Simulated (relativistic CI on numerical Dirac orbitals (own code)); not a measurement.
Mn5+: resonant inelastic scattering at the L2,3 edge

Computed with this model: Dirac-Coulomb-Breit CI, KLI orbitals optimised for each configuration, QED by a radiative potential, valence Slater integrals scaled by 0.8, Kramers-Heisenberg scattering through one core-hole configuration in a parametric crystal field; configurations [Ar] 3d2 → [He] 2s2 2p5 3s2 3p6 3d3; 10 K; core-hole width 0.4 eV; summed over polarisations. Incident energies are the highest absorption maxima for each field (at most a few, so the weaker spin-orbit partner edge can be absent), on the computed scale of the free ion. Intensities are in per cent of the strongest line above 0.02 eV; levels within 1 cm⁻¹ are merged; final levels count from the ground level, the first row holds all elastic scattering, lines under 0.4 are left out and each table stops after 24 rows. The scale of the Slater integrals is a model choice and moves the terms in proportion.

Field parameters in Wybourne normalisation: D4h B²₀ = −7Ds, B⁴₀ = 21(Dq − Dt), B⁴₄ = 21√(5/14) Dq; Td as Oh with Dq negative (B⁴₀ = 21Dq, B⁴₄ = √(5/14) B⁴₀). The field is a parameter set, without covalency.

S is read from ⟨S²⟩ = S(S + 1).

Td, 10Dq = -4850 cm⁻¹:

```
Final level (eV)  Degeneracy  Irrep     S  652.5 eV  661.1 eV  663.7 eV
           0.000           3     T2  1.00     763.4     114.1     315.6
           0.586           1     A2  1.00      12.1       1.8       0.9
           0.601           3     T2  1.00      55.0      26.2      80.4
           0.602           2      E  1.00       8.7       6.7      17.3
           0.621           3     T1  1.00     100.0      12.8      41.4
           1.027           3     T2  1.00       4.0      23.9      16.8
           1.038           2      E  1.00       6.6      13.7      46.7
           1.108           3     T1  1.00       6.2      14.5      49.0
           1.142           1     A1  1.00       0.3       0.5      28.9
           2.046           2      E  0.02      18.7       5.2      95.4
           2.546           3     T2  0.10      12.7       9.8      66.3
           2.824           1     A1  1.00       0.7       1.1      20.7
           2.856           3     T1  1.00       0.6      26.2       5.8
           2.908           2      E  0.99       0.6       8.1       7.7
           2.924           3     T2  0.96       5.2      22.4      11.8
           3.163           1     A1  0.00       2.5       1.7      51.2
           3.362           3     T1  0.00       7.0      12.3      42.0
           3.702           2      E  0.00       3.2       0.6      19.9
           3.783           3     T2  0.00       5.0       7.1      19.2
           7.645           1     A1  0.00       0.0       7.8       1.2
```

D4h, 10Dq = 9950, Ds = 530, Dt = 850 cm⁻¹:

```
Final level (eV)  Degeneracy  Irrep     S  652.3 eV  655.4 eV  664 eV
           0.000           1     B1  1.00     394.6      91.2   109.8
           0.036           2      E  1.00      96.9      20.8    83.1
           0.055           1     B2  1.00      13.7      16.7    24.4
           0.092           1     A1  1.00      10.2      16.6    14.3
           0.110           1     A2  1.00       1.2       6.1    14.7
           0.153           2      E  1.00       6.2       1.8     1.9
           0.168           1     B1  1.00       6.1       1.9     1.1
           0.426           2      E  1.00      13.0      12.3     5.9
           0.431           1     A1  1.00       0.1       1.4    19.1
           0.947           1     B2  1.00       4.8       7.4     9.7
           0.970           1     B1  1.00       4.2       1.4     5.1
           0.987           2      E  1.00       9.8      13.5     6.9
           1.019           1     A2  1.00       0.1      28.4     3.9
           1.024           1     A1  1.00       1.1       7.6    10.8
           1.357           2      E  1.00       1.6      19.0     3.1
           1.361           1     B2  1.00       1.1      10.0    14.0
           1.956           1     A1  0.02       2.7       8.1     4.6
           1.971           1     B2  0.03       1.3       3.1    10.1
           2.099           2      E  0.03      12.1      17.8    16.4
           2.424           1     B1  0.13       7.7      60.4    36.1
           2.684           1     A1  1.00       1.9      17.0   100.0
           2.694           1     A2  1.00       2.5       1.9     1.6
           2.716           2      E  0.99       2.1      25.2    20.3
           2.741           1     B2  1.00       0.6      21.7     6.9
```

For the first field the strongest loss at the lowest incident energy is the level at 0.62 eV (S = 1.00, against 1.00 in the thermal ground state). Levels of other spin, the first over 8 % at 2.05 eV, appear because spin-orbit coupling of the core hole, and in heavier ions of the valence shell too, mixes spins.
